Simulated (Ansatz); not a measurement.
Reaction (ligand exchange at the Si–O bond): `[NH2][In]([NH2])[O][SiH3]` + `N[SiH2]S` → `N[SiH2]S[SiH3]` + `[NH2][In]([NH2])[OH]`

Isolated molecules relaxed with PBE0-D4/def2-TZVP in Ansatz; ΔE leaves out vibrations. CBS: MP2 limit from def2 TZ/QZ plus the TZ coupled-cluster correction, frozen cores. Functionals use def2-TZVPP. def2 core potentials past Kr. For In outer-core shells are correlated without core-valence functions, which leaves a few kJ/mol of doubt a bond. Each species was taken in one conformer, which may not be the lowest.

```tsv
species	PBE energy (Eh)
`[NH2][In]([NH2])[O][SiH3]`	-668.35984
`N[SiH2]S`	-745.15074
`N[SiH2]S[SiH3]`	-1035.72120
`[NH2][In]([NH2])[OH]`	-377.77785
```

(1) Work out ΔE.

Largest T1 diagnostic among the species: 0.015.

## Answers

(1) ΔE = (-1035.72120) + (-377.77785) − (-668.35984) − (-745.15074) = 0.01153 Eh = +30.3 kJ/mol. CCSD(T)/CBS gives +46.1 kJ/mol.

The D4 term adds −3.4 kJ/mol with B3LYP and −1.6 kJ/mol with PBE0; it sums over pairs of atoms, weighted by their polarisabilities, and B3LYP, whose exchange is more repulsive, gets the larger term. From PBE to PBE0 (25 % exact exchange), in def2-TZVPP and without D4, ΔE moves by +6.1 kJ/mol.

B3LYP here is the variant with VWN-RPA as its local correlation; programs differ in this.
